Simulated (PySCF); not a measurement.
Point-charge models of `[SiH3]N[SiH2]S` against its computed dipole.

Coordinates (GFN2-xTB, Å) and charges (e) from the PBE0/pcSseg-1 density (PySCF):

| atom | x | y | z | Mulliken | IAO | Hirshfeld | ESP-fitted |
| --- | --- | --- | --- | --- | --- | --- | --- |
| Si1 | -1.705 | 0.776 | 0.457 | +0.6321 | +0.7516 | +0.3581 | +0.5199 |
| N2 | -0.094 | 0.168 | 0.696 | -0.8287 | -0.9494 | -0.3344 | -0.6778 |
| Si3 | 0.810 | -0.844 | -0.364 | +0.7070 | +0.8352 | +0.3510 | +0.4223 |
| S4 | 2.795 | -0.994 | 0.449 | -0.4109 | -0.3297 | -0.1527 | -0.4038 |
| H5 | -1.726 | 1.357 | -0.882 | -0.0991 | -0.1314 | -0.0764 | -0.0895 |
| H6 | -1.900 | 1.764 | 1.516 | -0.1044 | -0.1228 | -0.0736 | -0.1041 |
| H7 | -2.691 | -0.305 | 0.550 | -0.1030 | -0.1506 | -0.0855 | -0.1152 |
| H8 | 0.235 | 0.198 | 1.649 | +0.2219 | +0.2753 | +0.1134 | +0.3234 |
| H9 | 0.882 | -0.198 | -1.667 | -0.0806 | -0.1385 | -0.0785 | -0.0730 |
| H10 | 0.363 | -2.228 | -0.432 | -0.0861 | -0.1428 | -0.0784 | -0.0208 |
| H11 | 3.038 | 0.307 | 0.495 | +0.1519 | +0.1031 | +0.0570 | +0.2186 |

Problem. Compute μ = Σ q r for each scheme (1 e·Å = 4.803 D) and compare with the dipole of the full density.

Solution. The full density gives (-1.29, 1.20, 0.36) D, 1.80 D in size; dipole vectors point from the negative to the positive end.

| scheme | μx | μy | μz | size (D) | share of the full size (%) | angle to the full dipole (°) |
| --- | --- | --- | --- | --- | --- | --- |
| Mulliken | -2.49 | 0.84 | -1.17 | 2.87 | 160 | 43 |
| IAO | -1.77 | 0.62 | -0.60 | 1.97 | 109 | 38 |
| Hirshfeld | -0.57 | 0.48 | 0.11 | 0.75 | 42 | 4 |
| ESP-fitted | -1.34 | 1.23 | 0.29 | 1.84 | 103 | 3 |

Problem. Which set comes closest?

Solution. Length of the difference vector: ESP-fitted 0.09 D, Hirshfeld 1.05 D, IAO 1.22 D, Mulliken 1.98 D. Closest: ESP-fitted. ESP charges are fitted to the potential around the molecule, whose slowest-falling term is the dipole's. The schemes that divide the density aren't constrained to reproduce the dipole.

Problem. What is left for the Hirshfeld atoms' own dipoles?

Solution. The shares of the density sum to the whole, so what Σ q r misses lies in dipoles about the nuclei. The atomic dipoles sum to (-1.29, 1.20, 0.36) − (-0.57, 0.48, 0.11) = (-0.72, 0.72, 0.25) D, 1.05 D in size.

Problem. With the origin at the mean of the coordinates, (0.000, 0.000, 0.224) Å, which are the largest single terms, by size, of the Mulliken dipole along the direction of the full one?

Solution. Si1 +5.42, S4 +5.17, Si3 -4.29, H6 -1.40, H11 -1.39 D; all 11 atoms together +2.10 D. The single terms depend on the origin, their sum doesn't.

Problem. Give the size of the full dipole in other units.

Solution. 1.80 D = 0.707 au = 0.374 e·Å = 6.00 × 10⁻³⁰ C·m.

Isolated species at its GFN2-xTB geometry (one conformer only).

The run behind these numbers computed NMR shieldings as well. On one thread, Arm Neoverse V1 (aarch64) (shared host), this took 15 s of wall time (grids of density and orbitals included) and 0.59 GiB of memory at its peak.

Shape of the structure used: `[SiH3:1][NH:2][SiH2:3][SH:4]`: Si1–N2–Si3–S4 173°, H–S4–Si3–N2 -56°.
